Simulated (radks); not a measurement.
Results of a calculation; reference values are marked as such.
Task: The mean radii <r> (bohr) of the occupied orbitals of an atom or ion are listed with their occupations. Code: a radial shooting solver on a logarithmic mesh with Libxc functionals. Model: non-relativistic Kohn-Sham, PBE, spin-polarised, spherical densities, point nucleus.

| orbital | occ. | <r> |
|---|---|---|
| 1s up | 1 | 0.5819 |
| 1s down | 1 | 0.5816 |
| 2s up | 1 | 3.790 |

Name the element and its charge. Open shells, if any, are filled with parallel spins first.

Result: Z = 3, lithium, charge 0: Li in [He] 2s1. The 1s radius gives Z: for a bare nucleus <r> = 1.5/Z, 0.5 bohr for Z = 3, and screening makes it slightly larger (0.5819 here). The occupations add up to 3, and the charge is Z minus that.
